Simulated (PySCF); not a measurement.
Molecule: `[SiH3]N[SiH2]C#C`, C₂H₇NSi₂.

Cartesian coordinates in Å; atom numbers follow the order of the lines, from 1:
```xyz
12

C     3.0095   -0.8246    1.2234
C     2.1012   -0.6389    0.4588
Si    0.6990   -0.3614   -0.7185
N    -0.5910    0.2634    0.2586
Si   -2.1771    0.7441   -0.2359
H     3.8050   -0.9846    1.8939
H     1.0617    0.6409   -1.7247
H     0.3374   -1.6422   -1.3433
H    -0.4594    0.1630    1.2518
H    -2.7837    1.3844    0.9307
H    -2.0257    1.6676   -1.3599
H    -2.9755   -0.4125   -0.6610
```

Frames of a GFN2-xTB Langevin trajectory at 300 K; GIAO PBE0/pcSseg-1 shieldings in PySCF 2.14.0 with density-fitted response routines, gas phase, non-relativistic; equivalent atoms averaged within each frame.

Scale: TMS for 13C (σref 186.93) and 29Si (σref 349.16) and 1H (σref 31.72); NH3 for 15N (σref 267.73) (reference shieldings calculated alike). The references are static minima.

**Question.** How do the shifts (ppm) fluctuate along the trajectory?

**Answer.** 
```
         time (fs)     C1    C2    Si3    Si5    N4  H10/H11/H12  H7/H8    H6     H9
optimised geometry  102.7  88.2  -56.7  -57.2  -1.7         4.75   5.08  1.92  -0.23
               250  100.3  91.8  -49.4  -50.8   8.2         5.56   4.88  2.13   0.52
               425  103.0  92.7  -49.0  -59.7   8.2         4.95   4.48  2.43  -0.56
               625  102.2  92.5  -52.3  -50.9  10.1         4.86   5.77  1.46  -0.31
               800  103.5  91.2  -56.8  -52.2   3.5         5.10   5.02  2.74  -0.56
              1000  108.3  94.0  -54.8  -56.1   7.6         5.15   5.17  2.36   0.17
    mean of frames  103.5  92.4  -52.5  -53.9   7.5         5.12   5.06  2.23  -0.15
standard deviation    3.0   1.1    3.4    3.9   2.4         0.27   0.47  0.48   0.48
```

5 frames give an uncertainty of the mean of about the standard deviation over 2.2 at best, since frames this close in time may not be independent; classical motion lacks zero-point vibration, and the reference would need the same averaging.
